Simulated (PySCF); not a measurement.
ZnP at UHF-MP2

Computed with UHF-MP2; Zn x2c-TZVPPall, P x2c-TZVPPall; spin-free X2C with a Gaussian nucleus (PySCF 2.14).

| Quantity | Value |
| --- | --- |
| state | ⁴Σ⁻ (quartet), unpaired electrons σ ↑, π ↑↑ |
| bond length | 2.421 Å |
| harmonic wavenumber | 195 cm⁻¹ |
| force constant | 0.467 mdyn/Å |
| rotational constant Be | 0.1378 cm⁻¹ |
| anharmonicity ωexe | 7.72 cm⁻¹ |
| vibration–rotation constant αe | 0.00326 cm⁻¹ |
| well depth De to Zn + P | 0.06 eV |
| dissociation energy D0 | 0.05 eV |

Correlated steps freeze 10 core orbitals. The bond is weak. Basis-set superposition, not corrected here, can be much of De in a small basis, most of all at correlated wavefunction levels. The state is the lowest determinant that a PBE0 search found; another state may lie lower at other levels.
